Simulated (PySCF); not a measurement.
VH2Cl2 (doublet state).
Bonds: V1–Cl4, V1–Cl5. Hydrogens: H2, H3 on V1.

Computed, not measured: PySCF 2.14.0, PBE0-D3(BJ)/def2-SVP geometry optimisation, gas phase.

**Question.** How far are the bound atoms from V1?

**Answer.** 4 atoms: H3 1.591 Å, H2 1.594 Å, Cl5 2.119 Å, Cl4 2.119 Å.

**Question.** List the angles at V1.

**Answer.** 
```
     angle  degrees  distance of the outer atoms (Å)
Cl4–V1–Cl5    137.3                             3.95
 H2–V1–Cl4    105.3                             2.97
 H2–V1–Cl5    105.2                             2.97
 H3–V1–Cl4    104.0                             2.94
 H3–V1–Cl5    103.9                             2.94
  H2–V1–H3     92.3                             2.30
```

**Question.** Describe the arrangement about V1 in numbers.

**Answer.** Angles from 92.3° to 137.3°; τ4 = (360° − α − β)/141° = 0.83 with α and β the two widest (0 for a square, 1 for a tetrahedron). Differences among atoms that C2v makes equivalent are scatter left by the optimiser.

**Question.** What are the rotational constants (commonest isotopes, rigid rotor)?

**Answer.** A = 20252, B = 1838, C = 1715 MHz: a near-prolate asymmetric top.

Point group: C2v (tolerance 0.08 Å). Charge 0, doublet. ⟨S²⟩ = 0.773 (exact for a doublet: 0.75). No frequency check.

The run took 73 s wall, 41 s CPU on one thread, x86-64 server, shared host. This is the geometry optimisation.

Neither the SCF state along the optimisation nor the shape of the open-shell metal species was proved the lowest: other solutions of the same spin, or a structure of lower symmetry, can lie below.
